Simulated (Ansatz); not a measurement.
H4P (SMILES [PH4+]) moved off its minimum; all values from Ansatz (a quantum-chemistry and plane-wave program), cores frozen in correlated methods.
(charge 1, multiplicity 1)
```xyz
5

P     -0.07192     0.16061     0.10003
H     -0.73497    -0.79441    -0.84381
H      0.26007    -0.74014     1.23260
H     -0.65783     1.13366     0.26098
H      1.07398     0.32925    -0.69368
```

| level | largest force (eV/Å) | on atom | rms difference from CCSD(T)/aug-cc-pV(T+d)Z (eV/Å) | dipole (D) |
|---|---|---|---|---|
| HF/def2-TZVPP | 14.82 | P1 | 0.253 | - |
| PBE/def2-TZVPP | 13.82 | P1 | 0.188 | - |
| r2SCAN/def2-TZVPP | 14.02 | P1 | 0.053 | - |
| B3LYP/def2-TZVPP | 13.97 | P1 | 0.044 | - |
| wB97M-V/def2-TZVPP | 14.03 | P1 | 0.046 | - |
| MP2/aug-cc-pV(T+d)Z | 14.31 | P1 | 0.086 | - |
| CCSD(T)/aug-cc-pV(T+d)Z | 14.09 | P1 | 0.000 | - |

The differences count from one level among others, with limits of its own. Forces at CCSD(T)/aug-cc-pV(T+d)Z (eV/Å):

| atom | Fx | Fy | Fz |
|---|---|---|---|
| P1 | 5.742 | -12.571 | -2.769 |
| H2 | 0.210 | 1.381 | 1.293 |
| H3 | -0.429 | 1.512 | -0.925 |
| H4 | -5.617 | 9.204 | 1.877 |
| H5 | 0.095 | 0.474 | 0.525 |
